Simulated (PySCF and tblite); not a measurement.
The numbers below are computed, except where a source is named.
C5H6O2, numbered as in [CH3:1][O:2][c:3]1[cH:4][cH:5][cH:6][o:7]1.

Level: PBE0-D3(BJ)/def2-SVP (IEF-PCM, chloroform)//GFN2-xTB, thermal terms from GFN2-xTB, symmetry numbers and mirror pairs counted. Conformers within 3 kcal/mol (GFN2-xTB free energy) were kept, 10 at most. (PySCF 2.14, tblite 0.8.)

Torsions listed: C1–O2–C3–O7.

| conformer | shape | symmetry | dipole D |
| --- | --- | --- | --- |
| 1 | 0° | Cs | 1.32 |
| 2 | 180° | Cs | 2.24 |

(1) Which of these conformers is the most populated at 298.15 K, and with what share?

(2) Give the DFT energies and free energies relative to the lowest, and all weights.

(3) How does its share change from 200 K to 400 K?

## Answers

(1) Conformer 2, about 89 %.

(2) 
| conformer | shape | E(DFT) kcal/mol | G(298.15 K) kcal/mol | weight % |
| --- | --- | --- | --- | --- |
| 1 | 0° | 1.41 | 1.26 | 10.6 |
| 2 | 180° | 0.00 | 0.00 | 89.4 |

(3) From 96 % to 83 %; the mixing entropy goes from 0.32 to 0.92 cal/(mol K).


Conformer gaps in def2-SVP on xTB geometries can be 2 kcal/mol too large for S=O, P=O and other polar bonds.